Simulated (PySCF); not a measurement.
**Polarisability and C₆ of Os⁻ (osmium, charge -1)**

[Xe] 4f14 5d7 6s2, high-spin 4F determinant. All numbers are calculated (PySCF 2.14, scalar relativity through the core potential, in aug-cc-pwCVDZ-PP with ECP60MDF). Coupled (time-dependent) response in atomic units; α is the mean over directions. A double-zeta set is small for polarisabilities.

```tsv
method	mean α (bohr³)	C₆ (like pair)	S(−4)
UHF	6097	184400	151100000
```

S(−4) is the Cauchy moment in α(ω) = α(0) + S(−4) ω² + …

Spin-orbit coupling is absent.

α(iu) at UHF:

| u (hartree) | α(iu) (bohr³) |
| --- | --- |
| 0 | 6097 |
| 0.0500 | 211.6 |
| 0.100 | 104.4 |
| 0.200 | 48.83 |
| 0.300 | 29.99 |
| 0.500 | 16.41 |
| 0.750 | 10.34 |
| 1.00 | 7.357 |
| 1.50 | 4.345 |
| 2.00 | 2.874 |
| 3.00 | 1.521 |
| 5.00 | 0.6300 |

A single London oscillator, α(iu) = α/(1 + u²/ω²), gives C₆ = (3/4) ω α². Matching the computed C₆ needs ω = 4 × 184400 / (3 × 6097²) = 0.00661 hartree.

For an ion, C₆ is the dispersion term alone; charge-induced terms of lower order in 1/R come first.

Energies and moments cover only the electrons outside the core potential. Spin-orbit coupling, absent here, splits the open shell strongly. ⟨S²⟩ = 3.92 against 3.75 shows spin contamination. The outer electron is barely bound at this level, so radii and moments hang on the diffuse functions.
